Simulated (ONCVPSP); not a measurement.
# What one change does to a pseudopotential (Br, ONCV)

Br, optimised norm-conserving Vanderbilt (ONCV), made with ONCVPSP 4.0.1 (PBEsol, fully relativistic). Core [Ar] 3d10, reference 4s2 4p5. Waves: 4s: rc 1.45 bohr, ncon 4, nbas 7, qcut 5.2 1/bohr, 2 projectors, debl 1.8 Ha; 4p: rc 1.40 bohr, ncon 4, nbas 8, qcut 6.2 1/bohr, 1 projector; d scattering state at 0.31 Ha: rc 1.45 bohr, ncon 3, nbas 6, qcut 7.4 1/bohr, 3 projectors, debl 1 Ha. Local part: polynomial inside 1.30 bohr (lpopt 5, dvloc0 0 Ha). Core correction: Teter function, fcfact 2.5, rcfact 1.6.

Open shells are filled in proportion to 2j + 1.

Change: core correction Teter function, fcfact 5, rcfact 1.05.

Cutoffs: the cutoffs (Ha) at which the residual kinetic energy of the hardest occupied pseudo-wave falls to 1 and 0.1 mHa per electron; they do not see the model core or the augmentation charge, which bear on the density cutoff. Errors are all-electron minus pseudo energies relative to the spin-unpolarised reference configuration.

What does the change do?

The potential gets neither clearly harder nor softer (13 Ha and 36 Ha → 13 Ha and 36 Ha); both files keep a bound ghost (d); of the 4 tests that both files solve, the error grows in 2 and shrinks in 2 by more than 15 % and 0.3 meV (median size 7.7 → 4.5 meV). A model core, the more so a compact one, raises the density cutoff, which this test does not measure.

```tsv
quantity	base	changed
cutoff, loose	13 Ha	13 Ha
cutoff, tight	36 Ha	36 Ha
bound ghosts	d5/2, d3/2	d5/2, d3/2
GHOST(+) flags under 300 eV	s at 111.5 eV	s at 111.5 eV
error for 4s2 4p4, meV [ΔE 12.56 eV]	-0.3	+1.4
error for 4s2 4p3, meV [ΔE 35.34 eV]	-13	+4.7
error for 4s2 4p2, meV [ΔE 69.35 eV]	-73	+4.3
error for 4s1 4p5, meV [ΔE 25.56 eV]	-2.7	+7.8
s: phases at 1.48 bohr within 0.05 rad from the reference energy up to (Ha; the scan ends near 5)	3.9	3.9
p3/2: phases at 1.42 bohr within 0.05 rad from the reference energy up to (Ha; the scan ends near 5)	1.8	1.8
p1/2: phases at 1.42 bohr within 0.05 rad from the reference energy up to (Ha; the scan ends near 5)	2.0	2.0
d5/2: phases at 1.48 bohr within 0.05 rad from the reference energy up to (Ha; the scan ends near 5)	to the end of the scan	to the end of the scan
d3/2: phases at 1.48 bohr within 0.05 rad from the reference energy up to (Ha; the scan ends near 5)	to the end of the scan	to the end of the scan
rms error of d²Exc/dni dnj with the model core, mHa	4.12	7.64
```

Base: The cutoffs count occupied waves only; projector 2 of the d channel, the hardest unoccupied one, needs 75 Ha at the loose tolerance. Changed file: The cutoffs count occupied waves only; projector 2 of the d channel, the hardest unoccupied one, needs 75 Ha at the loose tolerance. A true bound ghost makes a file unfit for plane-wave use even where its test errors are small: the radial tests pick states by their node count and pass the ghost by.
